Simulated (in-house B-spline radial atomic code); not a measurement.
## Removing one electron from Nb11+

Closed shell [Ar] 3d10 4s2. Computed with a B-spline radial code for spherical atoms: Koopmans values of Dirac-Hartree-Fock plus a diagonal self-energy, in second order or with its direct term screened (direct RPA, with the hole-particle interaction, or full time-dependent Hartree-Fock), linearised in energy; no-pair Dirac-Coulomb Hamiltonian, finite nucleus. Shifts add to the Koopmans value (the ΔSCF shift is orbital relaxation alone); the final value takes TDHF screening with Breit and QED.

Command:
```bash
python run_mb.py task.json out
```
Settings (nuclear radius in fm, box in bohr, cutoff in hartree):
```
basis_form          2
Z                   41
core_configuration  [Ar] 3d10 4s2
rms_radius          4.324
mass_number         93
speed_of_light      137.036
box_radius          6.827
lmax                7
intervals           61
virtual_cutoff      6724.0
```

Cost of the run: 21 s on 1 thread of Arm Neoverse V1, with other jobs on the host.

Energies in eV:

```csv
subshell,Koopmans,ΔSCF shift,second order,direct RPA,hole-particle,TDHF,Breit + QED,final
4s1/2,244.05,-0.212,?,?,?,?,?,?
```

Q: What does the self-energy do to 4s1/2?

A: It shifts the removal energy by 2.187 eV in second order, 1.383 with direct RPA, 1.627 with the hole-particle term and 1.866 with TDHF screening (quasi-particle weight 0.986); Breit and QED add -0.160 eV. The final value is 245.75 eV, against 246.1 ± 0.4 eV (NIST, semi-empirical).
